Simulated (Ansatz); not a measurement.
The cluster Na6Cu⁻, 7 atoms. Hardware: 4 threads of AMD EPYC 7B13 on a shared host.

Correlated methods freeze 15 core orbitals; core or outer-core shells of Na are correlated, in sets that lack core-valence functions.

(1) How many basis functions does each of these Ansatz runs have, and roughly what does it cost? PBE-D4/def2-TZVPD, charge -1 singlet, energy and forces, from earlier orbitals; B3LYP-D4/def2-TZVPD, charge -1 singlet, energy, from earlier orbitals; BLYP-D4/def2-TZVPD, charge -1 singlet, energy, from earlier orbitals; r2SCAN-D4/def2-TZVPD, charge -1 singlet, energy, from earlier orbitals; MP2/def2-TZVPD, charge -1 singlet, energy, from earlier orbitals; LDA (SPW92)/def2-TZVPD, charge -1 singlet, energy, from earlier orbitals; PBE0-D4/def2-TZVPD, charge -1 singlet, energy, from earlier orbitals; B3LYP-D4/def2-SVPD, charge -1 singlet, relaxation, 46 steps; CCSD(T)/def2-SVPD, charge -1 singlet, energy, from earlier orbitals.

Answers

(1) Other jobs shared the machine, so times can vary by a factor of up to 3. A dash marks memory too small to be measured apart from the calling script's.

| run | functions | fitting or Cholesky vectors | wall time | peak host memory (GiB) |
| --- | --- | --- | --- | --- |
| LDA (SPW92)/def2-TZVPD, charge -1 singlet, energy, from earlier orbitals | 258 | 2377 | 3.2 s | 0.66 |
| PBE-D4/def2-TZVPD, charge -1 singlet, energy and forces, from earlier orbitals | 258 | 2377 | 5.5 s | 0.67 |
| BLYP-D4/def2-TZVPD, charge -1 singlet, energy, from earlier orbitals | 258 | 2377 | 6 s | 0.67 |
| B3LYP-D4/def2-TZVPD, charge -1 singlet, energy, from earlier orbitals | 258 | 2446 | 9.5 s | 1.4 |
| r2SCAN-D4/def2-TZVPD, charge -1 singlet, energy, from earlier orbitals | 258 | 2377 | 10 s | 0.74 |
| PBE0-D4/def2-TZVPD, charge -1 singlet, energy, from earlier orbitals | 258 | 2528 | 12 s | 1.5 |
| MP2/def2-TZVPD, charge -1 singlet, energy, from earlier orbitals | 258 | 2356 | 13 s | 1.2 |
| CCSD(T)/def2-SVPD, charge -1 singlet, energy, from earlier orbitals | 142 | 1317 | 67 s | 1.4 |
| B3LYP-D4/def2-SVPD, charge -1 singlet, relaxation, 46 steps | 142 | 1367 | 2.3 min | – |
